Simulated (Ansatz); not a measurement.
Geometry optimisation, Ansatz 0.2.0, RKS PBE/def2-SVP.

Input file:

```yaml
crystal:
  periodic: [false, false, false]
  atoms:
    - { symbol: Hf, position_ang: [0.0, 0.0, 0.0] }
    - { symbol: Cl, position_ang: [0.0, 0.0, 2.87] }
    - { symbol: O, position_ang: [1.952, 0.0, -0.6893] }
    - { symbol: Si, position_ang: [2.8584, -1.3762, -1.0165] }
    - { symbol: H, position_ang: [2.0275, -2.3521, -1.7156] }
    - { symbol: H, position_ang: [3.9996, -1.0202, -1.8547] }
    - { symbol: H, position_ang: [3.3369, -1.9538, 0.2361] }
    - { symbol: Cl, position_ang: [-1.1869, 2.0563, -0.8392] }
    - { symbol: Cl, position_ang: [-1.1869, -2.0563, -0.8392] }
    - { symbol: Si, position_ang: [-2.7615, 0.0, 0.9176] }
    - { symbol: H, position_ang: [-3.5495, -0.9102, 0.0916] }
    - { symbol: H, position_ang: [-2.8127, -0.4389, 2.3091] }
    - { symbol: H, position_ang: [-3.3098, 1.3491, 0.813] }
    - { symbol: H, position_ang: [-1.5936, 0.0, 2.2944] }
basis:
  gaussian: { orbitals: def2-SVP }
hamiltonian:
  xc: pbe
relax:
  f_tol: 0.15
  max_steps: 25
  restrain:
    - { distance: [0, 9], at: 3.81, k: 30.0 }
    - { distance: [13, 1], at: 2.57, k: 30.0 }
    - { distance: [0, 1], at: 2.52, k: 30.0 }
    - { distance: [13, 9], at: 1.46, k: 30.0 }
```

Run as:

```bash
$ ansatz run input.yaml --threads 4 --pin off --max-ram 5120MiB --backend cpu --events-out ev --progress --plain --runs-dir out
```

Question: Where does it end, and by what steps?

Answer: It converged. The restraints hold the end off the free minimum; the threshold counts their pulls, which the force column leaves out. Restrained pairs: Hf1–Si10 (2.91 → 3.81 Å), Cl2–H14 (1.69 → 2.58 Å), Hf1–Cl2 (2.87 → 2.48 Å), Si10–H14 (1.81 → 1.48 Å). After 15 steps the energy has fallen by 4.348 eV (the restraints' own energy left out); H12 moved furthest, 1.31 Å.

| step | energy less start (eV) | largest force component (eV/Å) | accepted |
| --- | --- | --- | --- |
| 0 | 0.0000 | 2.115 | yes |
| 1 | 0.2406 | 4.119 | yes |
| 2 | 0.0046 | 5.395 | yes |
| 3 | -1.2295 | 4.174 | yes |
| 4 | -2.6286 | 1.887 | yes |
| 5 | -3.3935 | 1.546 | yes |
| 6 | -3.8249 | 1.445 | yes |
| 7 | -4.1216 | 1.425 | yes |
| 8 | -4.2408 | 1.324 | yes |
| 9 | -4.2798 | 1.353 | yes |
| 10 | -4.3126 | 1.302 | yes |
| 11 | -4.3208 | 1.246 | yes |
| 12 | -4.3282 | 1.264 | yes |
| 13 | -4.3371 | 1.360 | yes |
| 14 | -4.3440 | 1.345 | yes |
| 15 | -4.3478 | 1.293 | yes |

```xyz
14
Properties=species:S:1:pos:R:3
Hf 0.038 -0.539 0.117
Cl 0.415 -0.133 2.532
O 1.767 -0.930 -0.593
Si 3.304 -1.353 -1.189
H 3.137 -2.473 -2.174
H 3.905 -0.150 -1.858
H 4.157 -1.794 -0.036
Cl -0.674 1.351 -1.107
Cl -1.227 -2.476 -0.348
Si -3.421 0.361 1.434
H -3.935 -0.151 0.117
H -4.091 -0.356 2.575
H -3.635 1.844 1.548
H -1.966 0.097 1.560
```

Run time: 31 s on 4 threads of Intel(R) Xeon(R) 6975P-C (Granite Rapids), on a shared host, peak memory 0.32 GiB.
